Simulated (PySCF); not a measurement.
Computed magnetic data of one metal complex (SC-NEVPT2 in the d shell, PySCF, with spin-orbit coupling):

```json
{"T / K": "2", "χT / cm³ K mol⁻¹": "0.861", "μeff / μB": "2.62"}
{"T / K": "5", "χT / cm³ K mol⁻¹": "0.861", "μeff / μB": "2.62"}
{"T / K": "10", "χT / cm³ K mol⁻¹": "0.862", "μeff / μB": "2.62"}
{"T / K": "20", "χT / cm³ K mol⁻¹": "0.863", "μeff / μB": "2.63"}
{"T / K": "30", "χT / cm³ K mol⁻¹": "0.863", "μeff / μB": "2.63"}
{"T / K": "50", "χT / cm³ K mol⁻¹": "0.865", "μeff / μB": "2.63"}
{"T / K": "75", "χT / cm³ K mol⁻¹": "0.867", "μeff / μB": "2.63"}
{"T / K": "100", "χT / cm³ K mol⁻¹": "0.869", "μeff / μB": "2.63"}
{"T / K": "150", "χT / cm³ K mol⁻¹": "0.872", "μeff / μB": "2.64"}
{"T / K": "200", "χT / cm³ K mol⁻¹": "0.876", "μeff / μB": "2.65"}
{"T / K": "250", "χT / cm³ K mol⁻¹": "0.880", "μeff / μB": "2.65"}
{"T / K": "300", "χT / cm³ K mol⁻¹": "0.883", "μeff / μB": "2.66"}
```

Powder magnetisation at 2 K: 0.38 μB at 0.5 T, 0.72 μB at 1 T, 1.24 μB at 2 T, 1.54 μB at 3 T, 1.77 μB at 5 T, 1.83 μB at 7 T.

Q: Which of these complexes, all computed at model or optimised geometries, gave the data?
A. [VF6]3- (d2, octahedral)
B. [Ni(NH3)5]2+ (d8, square pyramidal)
C. MoF4 (d2, tetrahedral)
D. [Ti(H2O)2]2+ (d2, linear)

A: C. MoF4 (d2, tetrahedral) has NEVPT2: 2S+1 = 3, 2.66 μB at 300 K, 2.62 μB at 10 K, 1.83 μB at 7 T. The others: [VF6]3- (d2, octahedral) has NEVPT2: 2S+1 = 3, 2.68 μB at 300 K, 0.99 μB at 10 K, 0.32 μB at 7 T; [Ni(NH3)5]2+ (d8, square pyramidal) has NEVPT2: 2S+1 = 3, 3.28 μB at 300 K, 2.74 μB at 10 K, 1.14 μB at 7 T; [Ti(H2O)2]2+ (d2, linear) has NEVPT2: 2S+1 = 3, 3.18 μB at 300 K, 0.89 μB at 10 K, 0.25 μB at 7 T.

The d shell alone is too small an active space for MoF4 (an active orbital has only 0.70 squared overlap with the free ion's shell): its levels, fitted parameters, g values and moments show what this model gives and aren't sound predictions.

The d shell alone is too small an active space for [Ti(H2O)2]2+ (an active orbital has only 0.70 squared overlap with the free ion's shell): its levels, fitted parameters, g values and moments show what this model gives and aren't sound predictions.

On MoF4: No frequencies were computed for the optimised geometry.
